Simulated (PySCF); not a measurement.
Cd(F)(SiH3) (CdFH3Si), SMILES [F][Cd][SiH3]. The structure is a stationary point at PBE0-D3(BJ)/def2-TZVP. The def2 effective core potentials stand for the cores of Cd; spin–orbit coupling is left out.

Question: Give the equilibrium geometry at PBE0-D3(BJ)/def2-TZVP (PySCF confirms it by a frequency run) as Cartesian coordinates in Å, and its point group. (Estimate from the structure and the level; the computed values follow.)

Answer: point group C3v.
```xyz
6

Cd     0.0000     0.0000    -0.3487
F      0.0000     0.0000    -2.3044
Si     0.0000     0.0000     2.1132
H     -1.2071    -0.6969     2.6302
H      0.0000     1.3938     2.6302
H      1.2071    -0.6969     2.6302
```
